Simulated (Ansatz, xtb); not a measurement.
## Two isomers of C5H6ClNS

We compare I, `CCc1nc(Cl)cs1`, a singlet, with II, `CCc1csc(Cl)n1`, a singlet. Both are isolated molecules in the gas phase, relaxed with r2SCAN-D4/def2-SVP; the shapes shown needn't be the lowest conformers.

I (Å):

```json
{"atom": "C", "x (Å)": "-0.4427", "y (Å)": "1.4368", "z (Å)": "-2.2156"}
{"atom": "C", "x (Å)": "-1.0268", "y (Å)": "1.4386", "z (Å)": "-0.8051"}
{"atom": "C", "x (Å)": "-0.0753", "y (Å)": "0.8840", "z (Å)": "0.2098"}
{"atom": "C", "x (Å)": "1.4224", "y (Å)": "-0.4327", "z (Å)": "1.1253"}
{"atom": "C", "x (Å)": "1.2320", "y (Å)": "0.3790", "z (Å)": "2.2192"}
{"atom": "Cl", "x (Å)": "2.5254", "y (Å)": "-1.7620", "z (Å)": "1.1093"}
{"atom": "N", "x (Å)": "0.6977", "y (Å)": "-0.1507", "z (Å)": "0.0131"}
{"atom": "S", "x (Å)": "0.0642", "y (Å)": "1.5790", "z (Å)": "1.8118"}
{"atom": "H", "x (Å)": "0.4462", "y (Å)": "2.0834", "z (Å)": "-2.2752"}
{"atom": "H", "x (Å)": "-1.1852", "y (Å)": "1.7995", "z (Å)": "-2.9419"}
{"atom": "H", "x (Å)": "-0.1371", "y (Å)": "0.4204", "z (Å)": "-2.5015"}
{"atom": "H", "x (Å)": "-1.3302", "y (Å)": "2.4538", "z (Å)": "-0.5004"}
{"atom": "H", "x (Å)": "-1.9471", "y (Å)": "0.8251", "z (Å)": "-0.7822"}
{"atom": "H", "x (Å)": "1.7126", "y (Å)": "0.3282", "z (Å)": "3.1943"}
```

II (Å):

| atom | x (Å) | y (Å) | z (Å) |
| --- | --- | --- | --- |
| C | 0.0493 | 1.9049 | -2.2660 |
| C | -0.6522 | 0.7313 | -1.5815 |
| C | -0.4630 | 0.7378 | -0.0945 |
| C | 0.1348 | -0.2518 | 0.6523 |
| C | -0.6466 | 1.6726 | 1.8879 |
| Cl | -1.0478 | 2.8186 | 3.1026 |
| N | -0.8982 | 1.8252 | 0.6300 |
| S | 0.1526 | 0.1822 | 2.3261 |
| H | -0.1495 | 1.9058 | -3.3486 |
| H | 1.1394 | 1.8563 | -2.1165 |
| H | -0.3067 | 2.8581 | -1.8472 |
| H | -0.2926 | -0.2295 | -1.9837 |
| H | -1.7359 | 0.7788 | -1.7912 |
| H | 0.5556 | -1.1974 | 0.3100 |

Estimate E(II) − E(I) at the level CCSD(T)/def2-SVP + ΔMP2/def2-TZVPP.

Too close to call at this level: CCSD(T)/def2-SVP + ΔMP2/def2-TZVPP gives E(II) − E(I) = +1.35 kcal/mol.

The same difference at several levels:

```json
{"level": "r2SCAN-D4/def2-SVP", "geometry": "r2SCAN-D4/def2-SVP", "E(II) − E(I) (kcal/mol)": "+1.46", "departure from the last row (kcal/mol)": "+0.11", "job, with rough time for the two": "optimisation, 48 s"}
{"level": "HF/def2-SVP", "geometry": "r2SCAN-D4/def2-SVP", "E(II) − E(I) (kcal/mol)": "+1.75", "departure from the last row (kcal/mol)": "+0.40", "job, with rough time for the two": "part of the CCSD(T) run"}
{"level": "MP2/def2-SVP", "geometry": "r2SCAN-D4/def2-SVP", "E(II) − E(I) (kcal/mol)": "+1.29", "departure from the last row (kcal/mol)": "−0.05", "job, with rough time for the two": "part of the CCSD(T) run"}
{"level": "CCSD(T)/def2-SVP", "geometry": "r2SCAN-D4/def2-SVP", "E(II) − E(I) (kcal/mol)": "+1.26", "departure from the last row (kcal/mol)": "−0.08", "job, with rough time for the two": "single point"}
{"level": "CCSD(T)/def2-SVP + ΔMP2/def2-TZVPP", "geometry": "r2SCAN-D4/def2-SVP", "E(II) − E(I) (kcal/mol)": "+1.35", "departure from the last row (kcal/mol)": "", "job, with rough time for the two": "single point, 29 s"}
```

As drawn, both hold the same kinds of bond in the same numbers.

The largest departure from CCSD(T)/def2-SVP + ΔMP2/def2-TZVPP is that of HF/def2-SVP, 0.40 kcal/mol. A small imaginary or near-zero mode remains, so no thermal terms are given. Levels run at GFN2-xTB geometries aren't shown. The last row adds to CCSD(T) the change of the MP2 difference between the two basis sets, here +0.08 kcal/mol.

The correlated steps freeze 16 core orbitals. Codes used: Ansatz 0.2.0, xtb 6.7.1; the last row on 4 threads of AMD EPYC 9R45 96-Core Processor (Zen 5) on a shared host.
